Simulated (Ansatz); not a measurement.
```xyz
5

Cl    0.4156    2.0839    0.0770
Ge    0.0034    0.0077   -0.0198
Cl   -1.7169   -0.3009   -1.2179
Cl    1.6518   -0.9842   -0.9078
Br   -0.3539   -0.8065    2.0685
```

Charge 0, multiplicity 1.

(1) List the B3LYP/def2-TZVPP orbital energies in eV (Ansatz 0.2.0). (Estimate.)

Results:

(1) Computed: Occupied: -13139.99, -10853.45, -2763.28, -2763.28, -2763.28, -1701.64, -1533.36, -1533.28, -1533.28, -1357.67, -1208.58, -1208.58, -1208.58, -258.02, -258.02, -258.02, -237.42, -197.06, -197.06, -197.06, -196.88, -196.88, -196.88, -196.88, -196.88, -196.88, -178.32, -178.07, -178.07, -172.27, -122.52, -122.51, -122.51, -72.60, -72.53, -72.53, -72.33, -72.33, -36.10, -36.10, -36.08, -36.01, -36.01, -24.01, -22.92, -22.92, -21.89, -15.43, -11.97, -11.97, -11.71, -10.01, -10.01, -9.67, -9.67, -9.66, -9.31, -8.89, -8.89. Lowest empty: -2.72, -0.07, -0.02, -0.02, 3.63, 4.09, 4.42, 4.42.

B3LYP here is the variant with VWN-RPA as its local correlation; programs differ in this.
